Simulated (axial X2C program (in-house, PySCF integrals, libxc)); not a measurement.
**InS: nuclear properties from DFT to coupled cluster**

Calculated with an in-house all-electron X2C program for linear molecules (integrals from PySCF): two-component X2C with atomic mean-field Coulomb and Gaunt terms, Gaussian nuclei, basis In dyall-acv3z, S dyall-av3z with contracted cores.

R = 2.283 Å (near the PBE0 minimum at charge 0 of the determinant lowest at the starting distance; the state shown can have its own minimum elsewhere); state Ω = 1/2 (⟨Sz⟩ = 0.50, ⟨Lz⟩ = 0.00 at PBE0).

```csv
level,Eeff magnitude (GV/cm),Ws magnitude In (kHz),A∥/gI In (MHz),qzz In (a.u.),A∥/gI S (MHz),μ (D)
PBE0,11.9,13.9,1710,-2.66,184,-4.29
HF,17.3,20.4,358,-3.56,36.3,-4.70
B3LYP,10.9,12.8,1660,-2.43,228,-4.10
```

Eeff is the effective electric field on the electron electric dipole moment in this Ω state and Ws the scalar–pseudoscalar constant of the nucleus named (defined with the proton number Z and per Ω); A∥ (defined per Ω) follows by multiplying with gI = μI/(I μN); qzz is the electric field gradient, eQq0 = 234.96 MHz × Q/barn × qzz; μ is positive if the S end (last atom) is positive. The operators were transformed with the bare-nucleus X2C matrices; with these basis sets, hyperfine constants and field gradients can be off by tens of per cent, and where levels differ in sign neither size nor sign is settled.

Finite-field MP2, CCSD and CCSD(T), with 19 electrons correlated in 130 natural virtual spinors (MP2 remainder added):

| level | Eeff magnitude (GV/cm) | Ws magnitude In (kHz) | A∥/gI In (MHz) | qzz In (a.u.) | A∥/gI S (MHz) | μ (D) |
| --- | --- | --- | --- | --- | --- | --- |
| MP2 | 21.6 | 24.6 | 2600 | -2.66 | 952 | -7.23 |
| CCSD | 5.2 | 6.29 | 1680 | -2.82 | 344 | -4.83 |
| CCSD(T) | 2.32 | 2.95 | 2090 | -2.67 | 428 | -4.91 |

T1 = 0.023 (Lee–Taylor). One unrestricted determinant, the lowest of a limited PBE0 search, is the reference; the functionals treat spin collinearly. The sign of Eeff is opposite to CCSD(T) at MP2. Eeff spreads by more than a factor of two over the levels. Correlation of the inner shells is missing, which matters for properties at the nucleus. Number of frozen shells: In 4 s, 3 p, 1 d; S 2 s, 1 p.

Task: By how much does correlation change each value, CCSD(T) against HF?

Result: Eeff magnitude -87 %; Ws magnitude In -86 %; A∥/gI In 484 %; qzz In -25 %; A∥/gI S 1079 %; μ 4 %.
